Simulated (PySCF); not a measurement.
Simulated outer-valence photoelectron spectrum of `[F][V]([F])([F])([F])[F]`. The calculation used EOM-IP-CCSD/aug-cc-pVDZ in PySCF, restricted Hartree–Fock reference, 10 core orbitals frozen, non-relativistic, gas phase, PBE0-D3(BJ)/def2-SVP geometry.

Each root has a Gaussian of 0.4 eV full width with its one-hole share as area; cross sections and vibrations are left out, and the highest printed point is 100.

(ionisation energy (eV), intensity): (14.5, 0), (14.6, 1), (14.7, 5), (14.8, 17), (14.9, 38), (15.0, 61), (15.1, 76), (15.2, 82), (15.3, 90), (15.4, 100), (15.5, 96), (15.6, 71), (15.7, 38), (15.8, 15), (15.9, 4), (16.0, 2), (16.1, 4), (16.2, 12), (16.3, 23), (16.4, 32), (16.5, 31), (16.6, 21), (16.7, 10), (16.8, 4), (16.9, 1), (17.0, 0)

**Question.** Where are the maxima, and how many lines lie under the curve?

**Answer.** 2 maxima, at 15.4 and 16.4 eV, from 4 lines (6 roots with degenerate partners counted). At this width some lines have no maximum of their own.

**Question.** List the lines with their holes.

**Answer.** 
```json
{"E (eV)": "15.08", "leading hole (HF orbital)": "HOMO/HOMO-1", "area": "1.88", "Koopmans (eV)": "17.86"}
{"E (eV)": "15.40", "leading hole (HF orbital)": "HOMO-2", "area": "0.94", "Koopmans (eV)": "17.99"}
{"E (eV)": "15.49", "leading hole (HF orbital)": "HOMO-3/HOMO-4", "area": "1.88", "Koopmans (eV)": "18.18"}
{"E (eV)": "16.44", "leading hole (HF orbital)": "HOMO-5", "area": "0.94", "Koopmans (eV)": "19.25"}
```

The widest gap, 0.95 eV, lies between 15.49 and 16.44 eV. Only orbitals with −ε under 21 eV, eight at most, were ionised, so the high end of the curve may lack lines.

Hardware: Arm Neoverse V1, one thread, shared host with 32 logical CPUs at a one-minute load of 16. Cost: 28 min of wall time, 3.4 GiB resident at most.
